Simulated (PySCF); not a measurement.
SMILES N[CH]C, doublet, CAM-B3LYP/def2-SVP optimised geometry.

```
9

C      0.72     0.46     0.88
C      0.02    -0.52     0.00
N     -1.37    -0.52     0.00
H      1.80     0.44     0.71
H      0.38     1.49     0.69
H      0.55     0.27     1.96
H      0.48    -1.49    -0.18
H     -1.80     0.41     0.00
H     -1.80    -1.11    -0.70
```

Density from PySCF with unrestricted CAM-B3LYP/def2-TZVP at that geometry.

Minimum of the electron density along straight lines between bonded atoms, close to the bond critical point (lines longer than 1.1 times the sum of covalent radii, or with two minima, are not listed):

```csv
bond,length / Å,ρ at the minimum / e bohr⁻³,∇²ρ there / e bohr⁻⁵,position (fraction from the first atom)
C1–C2,1.489,0.265,-0.70,0.50
C2–N3,1.395,[?],-0.89,0.38
C1–H4,1.099,0.273,-0.93,0.64
C1–H5,1.105,0.269,-0.90,0.64
C1–H6,1.110,0.266,-0.88,0.64
C2–H7,1.094,0.278,-0.96,0.65
N3–H8,1.017,0.334,-1.62,0.74
N3–H9,1.015,0.336,-1.65,0.74
```

Complete the blanks.


- C2–N3, ρ at the minimum / e bohr⁻³: 0.300
